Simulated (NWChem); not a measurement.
System meant: C4H3Br; SMILES C#C/C=C\Br

NWChem input:

```
start job
memory heap 200 mb stack 900 mb global 1100 mb
geometry units angstroms noautoz
  C      1.152336    -2.670386     0.000000
  C      0.124417    -2.024649     0.000000
  C     -1.097881    -1.306737     0.000000
  C     -1.237948     0.028565     0.000000
  Br     0.181717     1.238405     0.000000
  H      2.068661    -3.231811     0.000000
  H     -2.022298    -1.896463     0.000000
  H     -2.220805     0.502768     0.000000
end
basis spherical
  * library def2-svp
end
dft
  xc xpbe96 cpbe96
  iterations 4
  mulliken
end
task dft energy
```

End of the output:

```
    Atom       Charge   Shell Charges
 -----------   ------   -------------------------------------------------------
    1 C    6     6.09   1.97  0.63  0.36  1.86  1.23  0.05
    2 C    6     5.97   1.97  0.63  0.31  1.83  1.17  0.08
    3 C    6     6.04   1.96  0.60  0.30  1.90  1.19  0.09
    4 C    6     6.16   1.97  0.65  0.33  1.86  1.27  0.09
    5 Br  35    34.86   2.00  2.00  1.96  1.13  0.71  5.99  5.81  2.45  2.74  7.83  2.04  0.20
    6 H    1     0.96   0.60  0.28  0.08
    7 H    1     0.94   0.62  0.26  0.07
    8 H    1     0.96   0.63  0.26  0.07

 center of mass
 --------------
 x =   0.07030999 y =   0.23615114 z =   0.00000000

 moments of inertia (a.u.)
 ------------------
        1030.937828482175           0.000000000000           0.000000000000
           0.000000000000         230.857981740347           0.000000000000
           0.000000000000           0.000000000000        1261.795810222522

     Multipole analysis of the density
     ---------------------------------

     L   x y z        total         alpha         beta         nuclear
     -   - - -        -----         -----         ----         -------
     0   0 0 0     -0.000000    -31.000000    -31.000000     62.000000

     1   1 0 0     -0.355950     -0.177975     -0.177975      0.000000
     1   0 1 0     -0.207696     -0.103848     -0.103848     -0.000000
     1   0 0 1     -0.000000     -0.000000     -0.000000      0.000000

     2   2 0 0    -26.115240    -81.674462    -81.674462    137.233684
     2   1 1 0     -0.562791      5.451894      5.451894    -11.466580
     2   1 0 1      0.000000      0.000000      0.000000      0.000000
     2   0 2 0    -29.097136   -275.071918   -275.071918    521.046701
     2   0 1 1      0.000000      0.000000      0.000000      0.000000
     2   0 0 2    -32.340133    -16.170067    -16.170067      0.000000

 ------------------------------------------------------------------------
 dft energy failed                                                                                  0
 ------------------------------------------------------------------------
 ------------------------------------------------------------------------
  current input line :
    21: task dft energy
 ------------------------------------------------------------------------
 ------------------------------------------------------------------------
 This type of error is most commonly associated with calculations not reaching convergence criteria
 ------------------------------------------------------------------------
 For more information see the NWChem manual at https://nwchemgit.github.io

0:dft energy failed:Received an Error in Communication
```

What is wrong, and how is it mended?

The run did not converge; its last values are not results. Cause: the SCF was allowed too few iterations. This input runs:
```
start job
memory heap 200 mb stack 900 mb global 1100 mb
geometry units angstroms noautoz
  C      1.152336    -2.670386     0.000000
  C      0.124417    -2.024649     0.000000
  C     -1.097881    -1.306737     0.000000
  C     -1.237948     0.028565     0.000000
  Br     0.181717     1.238405     0.000000
  H      2.068661    -3.231811     0.000000
  H     -2.022298    -1.896463     0.000000
  H     -2.220805     0.502768     0.000000
end
basis spherical
  * library def2-svp
end
dft
  xc xpbe96 cpbe96
  iterations 150
  mulliken
end
task dft energy
```
It converges to -2727.27776 Ha (PBE/def2-SVP).
